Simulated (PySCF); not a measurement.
Dipole response of Cs (caesium, neutral)

[Xe] 6s1, 2S determinant. All numbers are calculated (PySCF 2.14, the spin-free X2C one-electron Hamiltonian (Gaussian nucleus), in x2c-TZVPPall with one added diffuse shell each of s, p, d type (12s8p7d2f1g, 94 functions)). Coupled (time-dependent) response in atomic units; α is the mean over directions.

```json
{"method": "UHF", "mean α (bohr³)": "665.2", "C₆ (like pair)": "14160", "S(−4)": "393700"}
{"method": "PBE", "mean α (bohr³)": "465.9", "C₆ (like pair)": "8481", "S(−4)": "192100"}
{"method": "PBE0", "mean α (bohr³)": "521.5", "C₆ (like pair)": "9975", "S(−4)": "240600"}
```

S(−4) is the Cauchy moment in α(ω) = α(0) + S(−4) ω² + …

Reference α: 400.9 ± 0.7 bohr³ (recommended; Schwerdtfeger and Nagle, table of static dipole polarizabilities (2023 update)). Published C₆: 6660 (Gould and Bucko (2016)).

Hartree-Fock lies above the reference because it lacks correlation, which contracts the outer shell.

α(iu) at PBE0:

```json
{"u (hartree)": "0", "α(iu) (bohr³)": "521.5"}
{"u (hartree)": "0.0500", "α(iu) (bohr³)": "247.0"}
{"u (hartree)": "0.100", "α(iu) (bohr³)": "103.7"}
{"u (hartree)": "0.200", "α(iu) (bohr³)": "39.98"}
{"u (hartree)": "0.300", "α(iu) (bohr³)": "24.81"}
{"u (hartree)": "0.500", "α(iu) (bohr³)": "14.53"}
{"u (hartree)": "0.750", "α(iu) (bohr³)": "9.280"}
{"u (hartree)": "1.00", "α(iu) (bohr³)": "6.494"}
{"u (hartree)": "1.50", "α(iu) (bohr³)": "3.710"}
{"u (hartree)": "2.00", "α(iu) (bohr³)": "2.421"}
{"u (hartree)": "3.00", "α(iu) (bohr³)": "1.292"}
{"u (hartree)": "5.00", "α(iu) (bohr³)": "0.5594"}
```

Spin-orbit coupling, which splits the p, d and f shells strongly at this Z, is absent.
